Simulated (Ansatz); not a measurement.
Some isomers of H₇N₂Si₂, charge -1, singlet:

A. [NH-][SiH2][SiH2]N
B. N[SiH2][N-][SiH3]
C. N[SiH2]N[SiH2-]
D. [NH-][SiH2]N[SiH3]

Quantity: relative energy (electronic energy difference), kcal/mol. Geometries: B3LYP-D3(BJ)/def2-TZVP minima from Ansatz (a first-principles code), one conformer each, not searched for the lowest. Correlated levels leave the core frozen unless marked. Spin-orbit coupling is left out. No relativistic terms. CBS marks a two-point X^-3 extrapolation of the correlation energy; Hartree-Fock from the larger set. Anions need diffuse functions, which plain sets lack and def2-D sets hold few of. Values are relative to the lowest entry of each level; other isomers of the formula, not listed, may lie lower.

```tsv
	B3LYP-D3(BJ)/def2-TZVPD (Ansatz + dftd3)	r2SCAN0-D4/def2-TZVPD (Ansatz + dftd4)	CAM-B3LYP-D3(BJ)/def2-TZVPD (Ansatz + dftd3)	CCSD(T)/CBS(aug-cc-pV(T+d)Z,aug-cc-pV(Q+d)Z) (Ansatz)
A	32.7	33.9	34.7	___
B	0.0	0.0	0.0	___
C	16.4	17.4	17.4	___
D	16.8	17.9	17.4	___
```

Q: What belongs in the gaps?

A: 
- A, CCSD(T)/CBS(aug-cc-pV(T+d)Z,aug-cc-pV(Q+d)Z) (Ansatz): 33.8
- B, CCSD(T)/CBS(aug-cc-pV(T+d)Z,aug-cc-pV(Q+d)Z) (Ansatz): 0.0
- C, CCSD(T)/CBS(aug-cc-pV(T+d)Z,aug-cc-pV(Q+d)Z) (Ansatz): 17.4
- D, CCSD(T)/CBS(aug-cc-pV(T+d)Z,aug-cc-pV(Q+d)Z) (Ansatz): 17.1
